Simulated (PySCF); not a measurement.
**CaIn⁺: frontier orbitals**

B2PLYP at R = 3.651 Å; Ca x2c-SVPall, In x2c-SVPall; spin-free X2C with a Gaussian nucleus (PySCF 2.14). State: ¹Σ⁺ (singlet), closed shell. Only the outer orbitals are listed, counted within each symmetry.

```
orbital  occ.  ε (eV)  on Ca (%)            main shells (%)
     2δ     2  -28.67          0                   100 In d
     2δ     2  -28.67          0                   100 In d
     7π     2  -28.52          0                   100 In d
     7π     2  -28.52          0                   100 In d
    14σ     2  -28.48          0                   100 In d
    15σ     2  -14.48          6                    94 In s
    16σ     2   -9.04         69           67 Ca s, 27 In p
    17σ     0   -5.29         55  46 In p, 32 Ca s, 19 Ca p
     8π     0   -5.17         15                    85 In p
     8π     0   -5.17         15                    85 In p
```

Task: Which are the highest filled and the lowest empty level, where do they sit, and how wide is the gap?

Result: Highest filled 16σ at -9.04 eV (in %: 67 Ca s, 27 In p); lowest empty 17σ at -5.29 eV (in %: 46 In p, 32 Ca s, 19 Ca p); the gap at B2PLYP is 3.75 eV.

| Quantity | Value |
| --- | --- |
| bond order (Mayer) | 0.86 |
| ⟨S²⟩ | 0.000 |
| charge on Ca (Mulliken, basis-dependent) | 0.49 |
| charge on Ca (Löwdin, basis-dependent) | 0.54 |
| dipole moment (positive dipole points towards In; it is taken about the centre of mass and depends on that origin) | -6.92 D |

Correlated steps freeze 23 core orbitals. Closed-shell solutions of metal pairs were not tested for spin polarisation, which can lower them a little. Spin–orbit coupling is left out. B2PLYP dipoles, levels and charges come from its SCF part alone.
